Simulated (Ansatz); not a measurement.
Program: Ansatz. Geometries: PBE0-D4/def2-TZVP. ΔE: electronic, gas phase. CCSD(T)/CBS adds triple-zeta CCSD(T) − MP2 to the extrapolated MP2 energy (def2 sets, frozen cores). DFT in def2-TZVPP. For Ge outer-core shells are correlated without core-valence functions, which leaves a few kJ/mol of doubt a bond. Scalar relativity is left out up to krypton. Each species was taken in one conformer, which may not be the lowest.

Reaction (redistribution): `C[SiH](O)C(N)=O` + `C[SiH2][GeH2][OH]` → `C[SiH](O)[GeH2][OH]` + `C[SiH2]C(N)=O`

`C[SiH](O)C(N)=O`:

```xyz
13

C    -1.230    1.303    0.494
Si   -0.714   -0.468    0.259
O    -1.633   -1.254   -0.845
C     1.033   -0.604   -0.545
N     2.145   -0.142    0.064
O     1.068   -1.121   -1.655
H    -2.269    1.354    0.832
H    -1.149    1.859   -0.442
H    -0.610    1.798    1.247
H    -0.723   -1.169    1.573
H    -1.075   -1.541   -1.583
H     3.039   -0.250   -0.393
H     2.119    0.235    0.993
```

`C[SiH2][GeH2][OH]`:

Cartesian coordinates in Å:
```
C -0.314 -0.038 -1.875
Si -0.032 1.008 -0.347
Ge 0.712 -0.353 1.471
O -0.517 -1.625 1.786
H 0.621 -0.490 -2.212
H -0.717 0.566 -2.692
H -1.020 -0.842 -1.660
H -1.299 1.672 0.073
H 0.974 2.077 -0.605
H 1.978 -1.164 1.145
H 0.945 0.451 2.772
H -1.329 -1.260 2.143
```

`C[SiH](O)[GeH2][OH]`:

Z-matrix (Å, degrees):
```
C
Si 1 1.865
H 1 1.092 2 111.1
H 1 1.093 2 111.5 3 121.1
H 1 1.094 2 109.6 3 -119.4
O 2 1.655 1 113.0 3 -56.0
Ge 2 2.389 1 110.6 3 62.6
H 2 1.496 1 108.2 3 -178.5
H 6 0.958 2 118.2 1 -65.8
O 7 1.799 2 107.5 1 59.3
H 7 1.546 2 113.6 1 179.7
H 7 1.538 2 113.7 1 -54.4
H 10 0.959 7 111.9 2 74.0
```

`C[SiH2]C(N)=O`:

Cartesian coordinates in Å:
```
C 0.328 -0.347 -1.894
Si -0.541 -0.613 -0.271
C -0.053 0.831 0.902
N 0.252 0.558 2.193
O -0.046 1.964 0.455
H -0.031 -1.041 -2.656
H 1.407 -0.480 -1.786
H 0.142 0.675 -2.232
H -0.188 -1.924 0.352
H -2.019 -0.557 -0.419
H 0.489 1.317 2.814
H 0.259 -0.383 2.542
```

| species | B2PLYP energy (Eh) |
| --- | --- |
| `C[SiH](O)C(N)=O` | -574.99943 |
| `C[SiH2][GeH2][OH]` | -2484.14409 |
| `C[SiH](O)[GeH2][OH]` | -2559.41215 |
| `C[SiH2]C(N)=O` | -499.72473 |

(1) Work out ΔE.

Largest T1 diagnostic among the species: 0.015.

Results:

(1) ΔE = (-2559.41215) + (-499.72473) − (-574.99943) − (-2484.14409) = 0.00664 Eh = +0.18 eV. CCSD(T)/CBS gives +0.18 eV.
